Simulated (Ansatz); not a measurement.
```yaml
crystal:
  periodic: [false, false, false]
  atoms:
    - {symbol: N, position_ang: [-1.752380, 0.108848, -0.675955]}
    - {symbol: Si, position_ang: [-0.522415, -0.814846, 0.089850]}
    - {symbol: As, position_ang: [1.131606, 0.487337, 1.202423]}
    - {symbol: O, position_ang: [-1.209218, 0.693380, -1.495486]}
    - {symbol: H, position_ang: [-1.509218, 0.643380, -1.495486]}
    - {symbol: H, position_ang: [-2.428788, 0.603232, -0.116111]}
    - {symbol: H, position_ang: [0.151072, -1.627412, -0.954175]}
    - {symbol: H, position_ang: [-1.152549, -1.679767, 1.124548]}
    - {symbol: H, position_ang: [2.032924, -0.739167, 1.396165]}
    - {symbol: H, position_ang: [2.282770, 1.903927, -0.200445]}
basis:
  gaussian: {orbitals: cc-pVTZ, final_grid: {core_spheres: 8, valence_spheres: 7, degree: 23}}
hamiltonian: {xc: {name: PBE0}}
output: {forces: true}
```

```sh
$ ansatz run in.yaml --threads 4 --pin off --events-out ev --progress --plain --max-ram 10444MiB
```

Shortened log:

```
Functional definition: PBE0
1413 factors; their error is unknown
mean field evaluation 1: about -72218.3639 eV, gradient 1.1e2 eV
mean field evaluation 2: about -72139.0257 eV, gradient 1.9e2 eV
mean field evaluation 4: about -72233.3737 eV, gradient 1.8e1 eV
mean field evaluation 8: about -72233.9907 eV, gradient 2.2e-1 eV
mean field evaluation 16: about -72234.4363 eV, gradient 4.3e-3 eV
mean field -72234.43631618 eV, -2654.5665723601 hartree, gradient 5.0e-5 eV, S^2 0.000000; 0 other end points of the search recorded, 0 dependent functions left out
reference -72234.43634508 eV, -2654.5665734222 hartree; 34, 34 occupied and 187, 187 virtual orbitals, 1413 factors
Total energy: -72234.43634508 eV, -2654.5665734222 hartree
Atom 0 at    -1.752380     0.108848    -0.675955 Å, force    -5.849337   -16.588173    23.153811 eV/Å
Atom 1 at    -0.522415    -0.814846     0.089850 Å, force     0.553629    -1.474316     0.912530 eV/Å
Atom 2 at     1.131606     0.487337     1.202423 Å, force     0.997917     1.976665    -0.538505 eV/Å
Atom 3 at    -1.209218     0.693380    -1.495486 Å, force   771.077621   132.173785     0.875759 eV/Å
Atom 4 at    -1.509218     0.643380    -1.495486 Å, force  -765.434809  -115.144725   -25.957840 eV/Å
Atom 5 at    -2.428788     0.603232    -0.116111 Å, force     0.007379     1.052280     0.451852 eV/Å
Atom 6 at     0.151072    -1.627412    -0.954175 Å, force    -0.212024    -0.035951    -0.124163 eV/Å
Atom 7 at    -1.152549    -1.679767     1.124548 Å, force     0.137666    -0.008515     0.200172 eV/Å
Atom 8 at     2.032924    -0.739167     1.396165 Å, force     0.111063     0.191778    -0.407478 eV/Å
Atom 9 at     2.282770     1.903927    -0.200445 Å, force    -1.389106    -2.142828     1.433861 eV/Å
Dipole moment:    -0.378579    -0.109784     0.128407 e Å
```

Problem. Something in this input is off. What?

Solution. One atom was put on top of another. The run converged. The result belongs to that input, not to the molecule as meant.
